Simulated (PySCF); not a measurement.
C3H6F2Si, SMILES C1C(C1)(F)[SiH2]F. Atoms are numbered in the order given.

```xyz
12

F      0.8770     1.9206     0.0000
Si    -0.5804     1.1813     0.0000
C     -0.2008    -0.6526     0.0000
F     -1.3614    -1.4111     0.0000
C      0.9610    -1.2396    -0.7536
C      0.9610    -1.2396     0.7536
H     -1.3169     1.5847     1.2253
H     -1.3169     1.5847    -1.2253
H      1.6368    -0.5630    -1.2848
H      0.7594    -2.1884    -1.2581
H      1.6368    -0.5630     1.2848
H      0.7594    -2.1884     1.2581
```
Charge 0, spin multiplicity 1.

The structure is a stationary point at B3LYP-D3(BJ)/def2-SVP. This is a generated structure with no PubChem entry under its InChIKey; it may be hypothetical. The values are those of a single conformer.

The numbers are results of PBE/pcSseg-1 in PySCF, not measurements.

GIAO shieldings, no solvent; atoms listed in one row are averaged. δ = σ(ref) − σ: ¹⁹F against CFCl3 (σ = 133.6 ppm); ²⁹Si against TMS (σ = 335.4 ppm); ¹³C against TMS (σ = 182.0 ppm); ¹H against TMS (σ = 31.49 ppm), references at their B3LYP-D3(BJ)/def2-TZVP geometries, non-relativistic.

Computed chemical shifts:
| nucleus | atoms | count | δ (ppm) |
|---|---|---|---|
| ¹⁹F | F1 | 1 | -258.0 |
| ¹⁹F | F4 | 1 | -269.8 |
| ²⁹Si | Si2 | 1 | -4.0 |
| ¹³C | C3 | 1 | 73.8 |
| ¹³C | C5, C6 | 2 | 13.8 |
| ¹H | H7, H8 | 2 | 5.66 |
| ¹H | H10, H12 | 2 | 1.33 |
| ¹H | H9, H11 | 2 | 1.16 |
